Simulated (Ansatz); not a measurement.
Cost and result for the atomization energy of `CO[Si](O)(O)O[SiH3]` (15 atoms, 14 bonds).

Cartesian coordinates in Å:
```
C 2.2760 -0.6414 -0.0981
O 1.2932 -0.4821 -1.0978
Si -0.1518 0.2239 -0.8583
O -0.0822 1.8292 -0.5832
O -1.0180 -0.0220 -2.2140
O -0.8224 -0.4140 0.4713
Si -1.8512 -0.0631 1.6984
H 2.6430 0.3278 0.2549
H 3.1118 -1.1950 -0.5283
H 1.8845 -1.2018 0.7564
H 0.0555 2.3963 -1.3428
H -0.8554 -0.8396 -2.6862
H -2.3413 -1.3477 2.2572
H -3.0037 0.7369 1.2109
H -1.1381 0.6928 2.7596
```

The species carries charge 0 and has multiplicity 1. Geometry: relaxed with PBE0-D4/def2-TZVP. It is one conformer, not always the lowest. Program: Ansatz. All runs use 2 threads of an AMD EPYC 7R13 on a shared host and a share of an NVIDIA H100 80 GB. Times are those of one run each, without the atoms' runs, and a repeat can differ threefold. Electronic energies, without spin–orbit coupling; frozen cores. CCSD(T)/CBS adds CCSD(T) − MP2 in def2-TZVPP to the MP2 limit, and its time is that of the two runs behind it. T1 = 0.011. B3LYP takes the VWN-RPA correlation (the form of Gaussian; ORCA's B3LYP/G).

CCSD(T)/CBS is a level of theory with its own doubt, some kJ/mol a heavy atom from the limit and from the frozen cores, so smaller differences don't rank the functionals.

```json
{"level": "PBE-D4/def2-TZVPP (with forces)", "functions": "351", "wall time": "2.8 s", "atomization (kJ/mol)": "5950.0", "difference from CCSD(T)/CBS": "-0.1", "per bond": "0.0"}
{"level": "r2SCAN-D4/def2-TZVPP (with forces)", "functions": "351", "wall time": "3.3 s", "atomization (kJ/mol)": "5919.4", "difference from CCSD(T)/CBS": "-30.7", "per bond": "-2.2"}
{"level": "PBE0-D4/def2-TZVPP", "functions": "351", "wall time": "3.3 s", "atomization (kJ/mol)": "5843.2", "difference from CCSD(T)/CBS": "-106.9", "per bond": "-7.6"}
{"level": "B3LYP-D4/def2-TZVPP (with forces)", "functions": "351", "wall time": "3.4 s", "atomization (kJ/mol)": "5892.1", "difference from CCSD(T)/CBS": "-58.0", "per bond": "-4.1"}
{"level": "B2PLYP/def2-TZVPP", "functions": "351", "wall time": "3.5 s", "atomization (kJ/mol)": "5849.0", "difference from CCSD(T)/CBS": "-101.1", "per bond": "-7.2"}
{"level": "ωB97X-V/def2-TZVPP", "functions": "351", "wall time": "4 s", "atomization (kJ/mol)": "5931.9", "difference from CCSD(T)/CBS": "-18.2", "per bond": "-1.3"}
{"level": "ωB97M-V/def2-TZVPP (with forces)", "functions": "351", "wall time": "4.6 s", "atomization (kJ/mol)": "5934.2", "difference from CCSD(T)/CBS": "-15.9", "per bond": "-1.1"}
{"level": "MP2/def2-QZVPP", "functions": "665", "wall time": "4.8 s", "atomization (kJ/mol)": "6012.8", "difference from CCSD(T)/CBS": "62.7", "per bond": "4.5"}
{"level": "CCSD(T)/def2-TZVPP", "functions": "351", "wall time": "11 s", "atomization (kJ/mol)": "5774.7", "difference from CCSD(T)/CBS": "-175.4", "per bond": "-12.5"}
{"level": "CCSD(T)/CBS(def2)", "functions": "–", "wall time": "16 s", "atomization (kJ/mol)": "5950.1", "difference from CCSD(T)/CBS": "0.0", "per bond": "0.0"}
```

In def2-TZVPP, CCSD(T) changes the Hartree–Fock value by +1475.8 kJ/mol (the triples alone add +80.0 kJ/mol) and MP2 by +1607.6 kJ/mol; breaking electron pairs costs correlation energy, which Hartree–Fock lacks. From PBE to PBE0 (25 % exact exchange), in def2-TZVPP and without D4, the atomization energy moves by −101.7 kJ/mol: exact exchange takes away binding that semilocal exchange gives to molecules. The D4 term adds +57.1 kJ/mol with B3LYP and +30.6 kJ/mol with PBE0; it sums over pairs of atoms, weighted by their polarisabilities, and B3LYP, whose exchange is more repulsive, gets the larger term.
